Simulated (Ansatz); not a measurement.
Task: Name a neutral molecule of Ga, Ge, Te and H with HOMO energy (PBE/def2-TZVPP) between -5.55 and -5.25 eV and size of the dipole moment (PBE/def2-TZVPP) between 0.80 and 1.10 D (Ansatz, PBE0-D4/def2-TZVP geometry).

Result: `[GaH2][GeH2][TeH]` (-5.32 eV, 1.07 D). Other molecules can fit too; these were computed, each in one conformer that needn't be the lowest.
